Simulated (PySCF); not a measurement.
# [Sm(OH)3(NH3)]− at several levels of theory

Computed with PySCF 2.14.0 (density fitting, no spin-orbit coupling) at the geometry relaxed with PBE0:

```xyz
11
[Sm(OH)3(NH3)]− (singlet in the valence; each metal's 4f electrons, 6 of them, lie in its core potential, out of spins and levels)
Sm    0.2364   -0.2787    0.3220
O     1.3054    1.5126    1.3046
H     1.7747    2.2151    1.7594
O    -1.6103   -1.2045    1.3457
H    -2.3151   -1.6598    1.8110
O     1.2200   -1.3827   -1.4466
H     1.6900   -1.8795   -2.1200
N    -1.3118    1.3416   -1.3022
H    -1.9254    1.9141   -0.7274
H    -0.7275    1.9562   -1.8636
H    -1.8851    0.7793   -1.9264
```

```tsv
level	basis	state	HOMO (eV)	gap (eV)	charge on Sm1 (e)	population of f-type functions on Sm1 (polarisation alone where 4f lies in the core)	dipole about the centre of mass (D)	largest force component (eV/Å)
PBE0	Sm lcecp-0-SVP with ECP52, O def2-SVP, H def2-SVP, N def2-SVP	singlet	–	–	0.42	0.04	4.09	0.01
B3LYP	the same	singlet	–	–	0.33	0.04	4.09	0.17
BP86	the same	singlet	–	–	0.17	0.04	4.10	0.50
```

In the lcecp rows the 4f levels are missing from HOMO and gap, and the state counts the valence alone.

Charges are Mulliken's, which hang on the basis. The relaxation used the grid (50, 194), these runs (75, 302) or, all-electron (x2c bases, spin-free X2C Hamiltonian), (99, 590).

Problem. What does PBE0 with Sm lcecp-0-TZVP with ECP52, O def2-TZVP, H def2-TZVP, N def2-TZVP give here?

Solution. state singlet, charge on Sm1 (e) 1.08, population of f-type functions on Sm1 (polarisation alone where 4f lies in the core) 0.05, dipole about the centre of mass (D) 3.79, largest force component (eV/Å) 0.33. Time: 23 s on 2 threads of Arm Neoverse V2, with other jobs on the host, from free ions and atoms.

No frequency check is given that shows the relaxed geometry to be a minimum. An lcecp potential fixes the number of 4f electrons, so in runs with it no electron can move into or out of that shell.
